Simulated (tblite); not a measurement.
Record of a relaxation.

Species: C₆H₁₃ClGeO.
Numbering: `[Cl:1][C@@H:2]1[CH2:3][O:4][CH2:5][CH2:6][C@@H:7]([GeH3:8])[CH2:9]1` (hydrogens: H10 on C2; H11, H12 on C3; H13, H14 on C5; H15, H16 on C6; H17 on C7; H18, H19, H20 on Ge8; H21, H22 on C9)

Computed with GFN2-xTB (tblite), gas phase: L-BFGS steps from a force-field or distance-geometry start until the largest atomic force falls under 0.01 eV/Å. 3 of its 99 geometries are shown.

Step 0: E = -816.1558 eV, largest atomic force 2.329 eV/Å
```
atom  x, y, z in Å  |  force x, y, z in eV/Å
Cl1    -0.969    1.677    2.171   -0.176   0.351   0.002
C2     -1.209    1.418    0.411    0.566   0.925   0.107
C3     -2.126    0.241    0.251   -2.237   0.589  -0.270
O4     -1.822   -0.563   -0.832   -1.043  -0.429   0.328
C5     -0.997   -1.636   -0.502    0.602  -0.937  -1.259
C6      0.415   -1.188   -0.852   -0.042  -0.465   0.368
C7      0.777   -0.121    0.172    0.430  -0.907   0.128
Ge8     2.714    0.132    0.298    0.827  -0.224   0.208
C9      0.165    1.198   -0.174    0.338   1.331  -0.670
H10    -1.669    2.312   -0.054    0.298  -0.144   0.552
H11    -2.242   -0.286    1.206    0.168  -0.333  -0.178
H12    -3.146    0.677    0.026    0.567  -0.476   0.177
H13    -1.280   -2.517   -1.126   -0.081   0.495   0.228
H14    -1.038   -1.940    0.545   -0.273   0.045   0.090
H15     0.373   -0.735   -1.852    0.312  -0.454   0.164
H16     1.076   -2.067   -0.793    0.068   0.387  -0.213
H17     0.406   -0.492    1.150    0.259   0.387  -0.273
H18     2.997    0.626    1.730    0.127  -0.021  -0.605
H19     3.153    1.155   -0.771   -0.002  -0.385   0.504
H20     3.468   -1.219    0.088   -0.247   0.689   0.085
H21     0.831    2.016    0.192   -0.448  -0.257  -0.149
H22     0.116    1.330   -1.284   -0.011  -0.167   0.675
```

Step 49: E = -816.6902 eV, largest atomic force 0.041 eV/Å
```
atom  x, y, z in Å  |  force x, y, z in eV/Å
Cl1    -1.068    1.768    2.206   -0.032  -0.004  -0.006
C2     -1.238    1.434    0.452   -0.002  -0.008   0.013
C3     -2.202    0.243    0.279    0.001  -0.012  -0.001
O4     -1.952   -0.534   -0.860   -0.004   0.010  -0.022
C5     -1.055   -1.607   -0.666   -0.012   0.006  -0.007
C6      0.426   -1.224   -0.718   -0.010   0.001  -0.008
C7      0.806   -0.102    0.244   -0.008  -0.004  -0.005
Ge8     2.783    0.130    0.268    0.018  -0.009   0.000
C9      0.145    1.222   -0.147   -0.005  -0.002   0.006
H10    -1.677    2.341    0.026    0.007  -0.013   0.005
H11    -2.169   -0.391    1.175    0.015   0.015   0.035
H12    -3.223    0.622    0.172    0.005   0.011  -0.003
H13    -1.274   -2.311   -1.475    0.001  -0.003  -0.006
H14    -1.276   -2.102    0.292    0.013   0.010   0.010
H15     0.678   -0.918   -1.736   -0.002   0.006  -0.010
H16     1.003   -2.123   -0.486    0.004   0.005  -0.004
H17     0.487   -0.373    1.255    0.002   0.006   0.001
H18     3.257    0.821    1.507   -0.020   0.016  -0.012
H19     3.223    0.969   -0.892    0.014  -0.016  -0.009
H20     3.498   -1.183    0.170   -0.006   0.018   0.010
H21     0.766    2.067    0.167    0.013  -0.015   0.010
H22     0.051    1.271   -1.235    0.007  -0.017   0.003
```

Step 98: E = -816.7034 eV, largest atomic force 0.010 eV/Å
```
atom  x, y, z in Å  |  force x, y, z in eV/Å
Cl1    -1.125    1.774    2.233    0.008  -0.001   0.006
C2     -1.247    1.428    0.478    0.001  -0.001   0.001
C3     -2.192    0.222    0.306   -0.005   0.000   0.000
O4     -1.964   -0.524   -0.858   -0.004   0.002  -0.004
C5     -1.054   -1.593   -0.709    0.001   0.004  -0.002
C6      0.420   -1.187   -0.764    0.001   0.003  -0.003
C7      0.805   -0.104    0.240   -0.002  -0.001  -0.001
Ge8     2.783    0.106    0.263    0.001   0.009   0.000
C9      0.150    1.235   -0.100   -0.001  -0.004   0.003
H10    -1.693    2.323    0.037    0.002  -0.003  -0.006
H11    -2.117   -0.426    1.190    0.003  -0.002   0.002
H12    -3.221    0.587    0.241   -0.004   0.004   0.002
H13    -1.274   -2.273   -1.537   -0.004  -0.002   0.003
H14    -1.256   -2.118    0.237    0.003   0.000  -0.001
H15     0.650   -0.830   -1.772    0.007  -0.003  -0.002
H16     1.015   -2.088   -0.585   -0.001   0.003  -0.001
H17     0.491   -0.409    1.243   -0.005   0.001  -0.004
H18     3.215    1.104    1.289   -0.002   0.001   0.001
H19     3.285    0.589   -1.061   -0.003  -0.004   0.004
H20     3.470   -1.193    0.550    0.005  -0.002   0.002
H21     0.768    2.062    0.265   -0.004  -0.001  -0.008
H22     0.079    1.333   -1.186    0.002  -0.004   0.008
```

**Question.** Summarise the path.

**Answer.** The energy falls by 12.63 kcal/mol from step 0 to step 98; nine tenths of that is first reached at step 17. It falls at every step. The largest force goes from 2.329 to 0.010 eV/Å. Among the bonds Ge8–H20 changes most, from 1.561 to 1.497 Å; the atoms move by 0.298 Å rms after alignment.

**Question.** Follow the three bonds and two angles with the largest change from start to end.

**Answer.** 
```csv
step,E above end (kcal/mol),largest force (eV/Å),Ge8–H20 (Å),Ge8–H19 (Å),Ge8–H18 (Å),O4–C5–C6 (°),C5–C6–C7 (°)
0,12.63,2.329,1.561,1.543,1.541,105.6,105.8
4,3.95,0.399,1.473,1.489,1.479,110.6,108.7
9,2.41,0.245,1.503,1.499,1.501,112.1,109.3
13,1.61,0.209,1.496,1.496,1.497,112.5,111.2
17,1.26,0.099,1.500,1.496,1.497,113.8,111.5
21,1.06,0.116,1.495,1.499,1.496,113.7,112.0
26,0.77,0.107,1.499,1.499,1.497,114.2,112.8
30,0.61,0.104,1.496,1.497,1.495,114.3,113.2
34,0.45,0.092,1.498,1.495,1.493,114.5,113.3
38,0.39,0.055,1.498,1.498,1.495,115.1,113.5
43,0.34,0.033,1.497,1.497,1.495,114.7,113.6
47,0.32,0.034,1.496,1.497,1.495,114.8,113.7
51,0.29,0.042,1.500,1.497,1.496,114.8,114.0
55,0.24,0.072,1.496,1.496,1.494,114.9,114.3
60,0.17,0.074,1.499,1.497,1.495,115.0,114.2
64,0.14,0.043,1.496,1.497,1.495,114.8,114.2
68,0.11,0.030,1.498,1.496,1.495,114.8,113.9
72,0.09,0.030,1.496,1.497,1.496,114.7,114.0
77,0.07,0.049,1.499,1.495,1.494,114.9,113.8
81,0.04,0.052,1.496,1.498,1.496,114.9,113.9
85,0.02,0.037,1.498,1.496,1.495,114.8,114.1
89,0.01,0.025,1.496,1.498,1.496,114.7,114.0
94,0.00,0.017,1.498,1.496,1.495,114.6,114.0
98,0.00,0.010,1.497,1.497,1.495,114.6,114.0
```

The cost below is that of the whole relaxation. Time: 1.1 s. Hardware: an Arm Neoverse V1 with one thread, shared host with 32 logical CPUs at a one-minute load of 7.6.
